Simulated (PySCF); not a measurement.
PySCF 2.14 output of an unrestricted HSE06 calculation on a single atom or ion in x2c-QZVPPall, with scalar relativity by spin-free X2C-1e:

```
SCF conv_tol = 1e-09
number electrons alpha = 2  beta = 2
    J. Heyd, G. E. Scuseria, and M. Ernzerhof.,  J. Chem. Phys. 118, 8207 (2003)
    J. Heyd, G. E. Scuseria, and M. Ernzerhof.,  J. Chem. Phys. 124, 219906 (2006)
    A. V. Krukau, O. A. Vydrov, A. F. Izmaylov, and G. E. Scuseria.,  J. Chem. Phys. 125, 224106 (2006)
cycle= 1 E= -36.4908685250511  delta_E= -0.00139  |g|= 0.00472  |ddm|= 0.059
cycle= 2 E= -36.4908688983395  delta_E= -3.73e-07  |g|= 0.000122  |ddm|= 0.00101
cycle= 3 E= -36.4908688990812  delta_E= -7.42e-10  |g|= 8.29e-06  |ddm|= 2.58e-05
converged SCF energy = -36.4908688990812  <S^2> = 4.4408921e-16  2S+1 = 1
```

The run itself started from symmetry-adapted Hartree-Fock orbitals and held the occupation by maximum overlap, on a logarithmic radial grid, so the iterations belong to that start.

**Question.** Which element, charge and spin multiplicity is this?

**Answer.** C²⁺ (carbon, charge +2), multiplicity 1; the state was [He] 2s2, closed-shell 1S.
